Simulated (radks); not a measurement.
Values are calculated unless marked as measured or tabulated.
Effect of the nuclear size on the molybdenum ion Mo3+, [Kr] 4d3. Level of theory: Dirac Kohn-Sham, PBE, spin-unpolarised, spherical densities, finite nucleus; open shells fill j = l - 1/2 first; Fermi nuclear charge, rms radius 4.4091 fm (a radial shooting solver on a logarithmic mesh with Libxc functionals). The rms radius is varied about that value; shifts are against it.

| rms radius (fm) | total energy shift (eV) | density at nucleus (e/bohr^3) | 1s1/2 shift (meV) | 2s1/2 shift (meV) | 4s1/2 shift (meV) | 4p1/2 shift (meV) | 5s1/2 (empty) shift (meV) |
|---|---|---|---|---|---|---|---|
| 3.6111 | -0.491 | 9.285e+04 | -208 | -22.2 | -0.654 | 0.050 | -0.114 |
| 4.0916 | -0.206 | 9.16e+04 | -87.0 | -9.32 | -0.274 | 0.021 | -0.048 |
| 4.4091 | 0 | 9.086e+04 | 0.000 | 0.000 | 0.000 | 0.000 | 0.000 |
| 4.6075 | 0.136 | 9.043e+04 | 57.3 | 6.14 | 0.181 | -0.014 | 0.031 |
| 5.1895 | 0.564 | 8.927e+04 | 238 | 25.5 | 0.751 | -0.057 | 0.130 |

Slopes of the eigenvalues against <r^2> in GHz/fm^2, as finite differences over the two radii next to the reference (eigenvalue slopes, not the field-shift constants of lines): 1s1/2 7770, 2s1/2 833, 4s1/2 24.5, 4p1/2 -1.86, 5s1/2 (empty) 4.26.
